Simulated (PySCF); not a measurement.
Optical rotation: SMILES [H]/N=C\C#C[C@H]1C[Si@H]1C, C6H9NSi

Geometry:
| atom | x (Å) | y (Å) | z (Å) |
| --- | --- | --- | --- |
| C1 | -1.942 | -0.049 | 1.491 |
| Si2 | -1.858 | 0.853 | -0.164 |
| C3 | -1.334 | -0.094 | -1.697 |
| C4 | -0.198 | 0.791 | -1.133 |
| C5 | 0.913 | 0.152 | -0.552 |
| C6 | 1.807 | -0.455 | -0.004 |
| C7 | 2.923 | -1.057 | 0.609 |
| N8 | 4.044 | -0.526 | 0.865 |
| H9 | -1.695 | 0.616 | 2.314 |
| H10 | -1.239 | -0.877 | 1.512 |
| H11 | -2.937 | -0.444 | 1.674 |
| H12 | -2.642 | 2.066 | -0.343 |
| H13 | -1.685 | 0.193 | -2.679 |
| H14 | -1.148 | -1.158 | -1.639 |
| H15 | 0.066 | 1.651 | -1.737 |
| H16 | 2.801 | -2.100 | 0.897 |
| H17 | 4.118 | 0.450 | 0.577 |

Level of theory: TDDFT PBE0/def2-SVPD circular dichroism and optical rotation, one conformer, gas phase in PySCF 2.14.0. Geometry: GFN2-xTB.

States above about 6.6 eV (minus the energy of the highest occupied orbital) lie near or above the ionisation threshold and depend on the basis.

Stereocentres: Si2 R, C4 S.

Give the optical rotatory dispersion at 633, 589.3, 546, 436, 405, 365, 355 nm.

[α] in deg dm⁻¹ (g/mL)⁻¹:
| λ (nm) | origin-invariant length gauge | modified velocity gauge | length gauge (centre of mass) | isotropic polarisability (au) |
| --- | --- | --- | --- | --- |
| 633 | -644.8 | -641.1 | -642.2 | 120.5 |
| 589.3 | -775.1 | -771.0 | -772.0 | 121.6 |
| 546 | -951.5 | -946.8 | -947.5 | 123.0 |
| 436 | -1877.3 | -1871.3 | -1868.4 | 129.3 |
| 405 | -2434.7 | -2429.1 | -2422.6 | 132.6 |
| 365 | -3700.8 | -3698.2 | -3680.7 | 139.5 |
| 355 | -4197.9 | -4197.2 | -4174.4 | 142.0 |

And for the mirror image at 589.3 nm?

+775.1 deg dm⁻¹ (g/mL)⁻¹ (origin-invariant length gauge): the same size and the opposite sign.

What is the molar rotation [Φ] = [α]·M/100 of the geometry above at 589.3 nm?

With M = 123.23 g/mol, -955.2 deg cm² dmol⁻¹ (origin-invariant length gauge).

The first excitation lies at 4.56 eV (272 nm) with R = +2.4 × 10⁻⁴⁰ esu² cm² (velocity form).
